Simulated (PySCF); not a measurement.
H4PSi, SMILES [SiH2]P, multiplicity 2. Atoms are numbered in the order given.

```xyz
6

Si    -1.1386     0.1137     0.0000
P      1.1050    -0.1356     0.0000
H     -1.6819    -0.5674     1.2078
H     -1.6819    -0.5674    -1.2078
H      1.3647     0.7885     1.0432
H      1.3647     0.7885    -1.0432
```
Charge 0, spin multiplicity 2.

Geometry optimised at B3LYP-D3(BJ)/def2-TZVP. The isomer is the one that the SMILES or the coordinates give; other isomers of the formula were not compared.

These are ωB97X/def2-TZVPD in PySCF values and carry that method's errors.

Mulliken values depend strongly on the basis, most of all with diffuse functions as here. ESP charges are fitted to the potential on shells at 1.4 to 2.0 van der Waals radii. Atomic charges (e):

```csv
atom,Mulliken,ESP fit,meta-Löwdin,Mulliken spin
Si1,0.15,…,0.21,0.80
P2,-0.23,…,-0.10,0.12
H3,-0.05,…,-0.08,0.03
H4,-0.05,…,-0.08,0.03
H5,0.09,…,0.02,0.01
H6,0.09,…,0.02,0.01
```

### Question
Complete the blanks. (Estimate from the structure and the level; the computed values follow.)

### Answer

- Si1, ESP fit: -0.06
- P2, ESP fit: -0.20
- H3, ESP fit: 0.03
- H4, ESP fit: 0.03
- H5, ESP fit: 0.10
- H6, ESP fit: 0.10
